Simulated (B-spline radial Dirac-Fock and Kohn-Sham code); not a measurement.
# Tc 2p1/2: cross section and angular parameters

System: the Tc atom, configuration [Kr] 4d5 5s2; threshold 2793.0 eV (tabulated edge). Model: Dirac-Hartree-Slater photoionisation with a Latter tail; cross sections with all multipoles, angular parameters from the dipole term and its interference with E2. Program: a radial atomic solver.

Input of the calculation (task.json; shells as n, l, electrons):

```json
{"items": [{
  "Z": 43,
  "q": 0,
  "cfg": [[1, 0, 2], [2, 0, 2], [2, 1, 6], [3, 0, 2], [3, 1, 6], [3, 2, 10], [4, 0, 2], [4, 1, 6], [4, 2, 5], [5, 0, 2]],
  "A": 97,
  "rrms": 4.4112,
  "do": "xps",
  "hv": [52.9, 80, 178.0, 233.0, 251.0, 315.0, 374.0, 643.0, 717.0, 800, 884.0, 972.0, 1100.0, 1110.0, 1253.6, 1486.9, 2000, 4000, 5414.7, 6110.0, 6470.0, 7440.0, 7700.0, 8010.0, 8047.8, 8410.0, 9750.0, 10200.0, 12100.0, 13000.0],
  "edges": {"K": 21044.0, "L1": 3043.0, "L2": 2793.0, "L3": 2677.0, "M1": 544.0, "M2": 447.6, "M3": 417.7, "M4": 257.6, "M5": 253.9, "N1": 69.5}
}]}
```

Run with: `python xray2_run.py task.json out`

| hν (eV) | σ (kb) | β | γ | δ |
| --- | --- | --- | --- | --- |
| 4000 | 39.0 | 1.426 | 0.163 | 0.028 |
| 5414.7 | 16.9 | 1.426 | 0.625 | 0.047 |
| 6110 | 11.9 | 1.403 | 0.796 | 0.056 |
| 6470 | 10.1 | 1.390 | 0.874 | 0.061 |
| 7440 | ? | ? | ? | ? |
| 7700 | 6.06 | 1.341 | 1.102 | 0.076 |
| 8010 | 5.38 | 1.328 | 1.152 | 0.080 |
| 8047.8 | 5.31 | 1.326 | 1.158 | 0.081 |
| 8410 | 4.65 | 1.312 | 1.213 | 0.086 |
| 9750 | 2.97 | 1.258 | 1.393 | 0.103 |
| 10200 | 2.59 | 1.241 | 1.446 | 0.109 |
| 12100 | 1.52 | 1.171 | 1.639 | 0.135 |
| 13000 | 1.21 | 1.141 | 1.715 | 0.147 |

Question: Give the values at 7440 eV.

Answer: σ = 6.70 kb, β = 1.351, γ = 1.058, δ = 0.073.
